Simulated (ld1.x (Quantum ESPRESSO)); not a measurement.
**Which change was made? (O, ultrasoft)**

```
Element                 : O (Z = 8)
Generator               : ld1.x (Quantum ESPRESSO) 7.5
Type                    : ultrasoft
Functional              : PBEsol
Relativity              : non-relativistic
Frozen core             : [He]
Valence charge          : 6
Reference configuration : 2s2 2p4
Partial waves           : 2s (bound): rcut 0.75, rcutus 1.00 bohr; 2s channel at -1.3 Ry: rcut 0.75, rcutus 1.00 bohr; 2p (bound): rcut 1.25, rcutus 1.45 bohr; 2p channel at 3.3 Ry: rcut 1.25, rcutus 1.45 bohr; 3d channel at 0.45 Ry: rcut 1.05, rcutus 1.30 bohr
Local potential         : all-electron potential smoothed inside 0.80 bohr (lloc = -2)
Core correction         : none
Augmentation charge     : PSQ, inside the norm-conserving radii
```

Cutoffs, loose and tight: the cutoffs (Ry, on a coarse ladder) from which the occupation-weighted sum of valence levels, in a spherical-Bessel basis at the reference potential, stays within 10 and 1 mRy of its value at 400 Ry. They do not see the model core or the augmentation charge, which bear on the density cutoff. Test errors are all-electron minus pseudo excitation energies from the reference, over the configurations 2s2 2p3; 2s2 2p2; 2s2 2p1; 2s0 2p6; 2s1 2p4; 2s1 2p5; 2s2 2p3.5; variants that change the core or the reference have their own tests.

The base gives: outcome: generated; cutoff, loose: 35 Ry; cutoff, tight: 60 Ry; bound ghosts: none; largest test error (meV): -2159.

Question: After one change the result is: outcome: generated; cutoff, loose: 35 Ry; cutoff, tight: 60 Ry; bound ghosts: none; largest test error (meV): +77. Which change was it?
A. reference 2s2 2p2; added wave 3d channel at 2.2 Ry: rcut 1.05, rcutus 1.30 bohr
B. augmentation PSQ, radius 0.80 bohr
C. waves 2p (bound): rcut 1.16, rcutus 1.24 bohr; 2p channel at 3.3 Ry: rcut 1.16, rcutus 1.24 bohr

Answer: B. The others give: reference 2s2 2p2; added wave 3d channel at 2.2 Ry: rcut 1.05, rcutus 1.30 bohr → outcome: generated; cutoff, loose: 35 Ry; cutoff, tight: 60 Ry; bound ghosts: none; largest test error (meV): -959 | waves 2p (bound): rcut 1.16, rcutus 1.24 bohr; 2p channel at 3.3 Ry: rcut 1.16, rcutus 1.24 bohr → outcome: generated; cutoff, loose: 45 Ry; cutoff, tight: 80 Ry; bound ghosts: none; largest test error (meV): -180.
